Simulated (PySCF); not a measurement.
Species: BrCl.
SMILES: `ClBr`

Level of theory: PySCF 2.14.0, PBE0/cc-pVDZ geometry optimisation, gas phase.

Take the most abundant isotopes and a rigid rotor. 

What are the moment of inertia and the rotational constant?

I = 112.972 u·Å², B = 505379 MHz·u·Å²/I = 4473 MHz (0.1492 cm⁻¹, or 0.215 K as hB/k). For two atoms I = μr² with μ = 24.2317 u and r = 2.1592 Å.

List the first levels of a rigid rotor in a Σ state.

E(J) = BJ(J+1): J = 1: 0.298, J = 2: 0.895, J = 3: 1.791, J = 4: 2.984, J = 5: 4.477, J = 6: 6.267 cm⁻¹.

Where do the first rotational lines fall?

The dipole is 0.59 D; J+1 ← J lies at 2B(J+1): 1 ← 0 at 8.95 GHz, 2 ← 1 at 17.89 GHz, 3 ← 2 at 26.84 GHz, 4 ← 3 at 35.79 GHz, 5 ← 4 at 44.73 GHz, 6 ← 5 at 53.68 GHz.

Estimate the classical rotational partition function at 10 K, 298.15 K and 500 K.

Point group C∞v, symmetry number σ = 1; q = kT/(σhB), k/h = 20836.6 MHz/K: 46.6 at 10 K, 1390 at 298.15 K, 2330 at 500 K.

PBE0/cc-pVDZ frequencies: not computed here. No vibrational averaging or centrifugal distortion is included, and the geometry carries the error of its method.
